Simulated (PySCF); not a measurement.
Species: sum formula H₅SiO₃ (charge +1, singlet). It need not be the lowest isomer of its formula. SMILES: [SiH]([OH2+])(O)O
Structure (B3LYP-D3(BJ)/def2-TZVP (Ansatz) minimum search):
```
Si
O 1 1.5989
H 2 0.9624 1 127.14
O 1 1.5989 2 119.09 3 -110.23
H 4 0.9624 1 127.14 2 110.23
H 1 1.4578 2 116.60 3 38.16
O 1 1.8119 6 106.47 4 105.41
H 7 0.9737 1 119.06 6 -108.90
H 7 0.9737 8 111.58 1 144.82
```
Charge +1, spin multiplicity 1.

Dispersion corrections to the total energy (kcal/mol) from the dftd3 and dftd4 libraries through PySCF: D3(BJ) without and D4 with the three-body term, each with the damping fitted for the functional named.

```
functional  D3(BJ)     D4
----------  ------  -----
HSE06        -2.12  -2.24
B2PLYP           …  -2.02
CAM-B3LYP    -2.54  -2.42
revPBE           …  -9.63
B3LYP        -5.81  -4.73
BLYP             …  -6.61
BHLYP        -4.59  -3.44
```

Fill in the missing entries.


- B2PLYP, D3(BJ): -2.69
- revPBE, D3(BJ): -8.44
- BLYP, D3(BJ): -7.10
